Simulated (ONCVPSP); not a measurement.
**Transferability test, ONCV potential for technetium (Tc)**

ONCVPSP 4.0.1 input, shortened (lines: element, Z, core and valence counts, functional; n l f; lmax; l rc ep ncon nbas qcut; lloc lpopt rc5 dvloc0; l nproj debl; icmod fcfact rcfact), PBE, scalar-relativistic:

```
  Tc 43.00    6    4        4      upf
    1    0    2.00
    2    0    2.00
    2    1    6.00
    3    0    2.00
    3    1    6.00
    3    2   10.00
    4    0    2.00
    4    1    6.00
    4    2    5.00
    5    0    2.00
    2
    0    1.70    0.00    4    8    8.30
    1    1.35    0.00    3    6    5.30
    2    1.60    0.00    5    8    6.30
    4    5    1.00    0.00
    0    2    3.90
    1    2    3.20
    2    2    2.20
    1    0.25    0.00
```

Energies are relative to the spin-unpolarised reference configuration 4s2 4p6 4d5 5s2; without spin polarisation the order of configurations can differ from experiment.

Problem. Give the all-electron excitation energy and the error of the potential for: 4s2 4p6 4d5 5s1; 4s2 4p6 4d5 5s0; 4s2 4p6 4d4 5s0; 4s2 4p5 4d5 5s2.

Solution.

| valence configuration | charge | ΔE all-electron (eV) | error AE − PS (meV) |
| --- | --- | --- | --- |
| 4s2 4p6 4d5 5s1 | +1 | 8.154 | -1.8 |
| 4s2 4p6 4d5 5s0 | +2 | 23.005 | -6.5 |
| 4s2 4p6 4d4 5s0 | +3 | 51.711 | -5.0 |
| 4s2 4p5 4d5 5s2 | +1 | 51.497 | -47 |

Levels in the configuration 4s2 4p6 4d4 5s0:

```
level  all-electron (eV)  pseudo (eV)
   4s           -103.671     -103.690
   4p            -75.379      -75.383
   4d            -35.154      -35.148
```

Note: no bound ghost flagged; GHOST(+) flagged for s at 129.0 eV.
